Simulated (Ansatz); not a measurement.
The cluster AlB₅⁻. Total charge -1; doublet. Geometry PBE0-D4/def2-SVP, that of the neutral singlet; atoms count from 1.

```xyz
6

B    -0.5103   -1.7172   -0.3802
B     0.1813    1.0193   -0.2697
B    -0.3302   -0.3006   -1.0309
B     0.0907   -0.3351    0.6648
B    -0.1514   -1.8142    1.1323
Al    0.7199    3.1478   -0.1163
```

The charge -1 doublet is spin-contaminated (final ⟨S²⟩ up to 0.97, 0.75 for a pure state). The structure comes from a short search, and lower isomers may exist.

Estimate the Mulliken populations from the PBE0/def2-TZVPD orbitals of Ansatz.


| atom | charge (e) | spin (α − β) |
| --- | --- | --- |
| B1 | -0.15 | 0.07 |
| B2 | -0.63 | 0.42 |
| B3 | 0.01 | -0.13 |
| B4 | 0.45 | -0.10 |
| B5 | -0.28 | 0.63 |
| Al6 | -0.39 | 0.10 |
Mulliken values and Mayer orders depend strongly on the basis. With diffuse functions, as here, like atoms can get unlike values, and bond orders can come out too low or too high.

Where does the spin sit?

Summed by element: B 0.90, Al 0.10, of 1 unpaired in all. Largest on single atoms: B5 0.63, B2 0.42, B3 -0.13.

And the Mayer bond orders between bonded heavy atoms (over 0.3)?

B1–B3 1.03 (1.57 Å); B1–B4 0.74 (1.83 Å); B1–B5 1.54 (1.56 Å); B2–B3 0.98 (1.61 Å); B2–B4 0.58 (1.65 Å); B2–Al6 0.38 (2.20 Å); B3–B4 0.81 (1.75 Å); B4–B5 1.01 (1.57 Å). Values over 0.3 also appear between atoms too far apart for a bond (B3–B5 0.40 at 2.65 Å); they arise where an orbital or an unpaired electron spreads over both atoms.
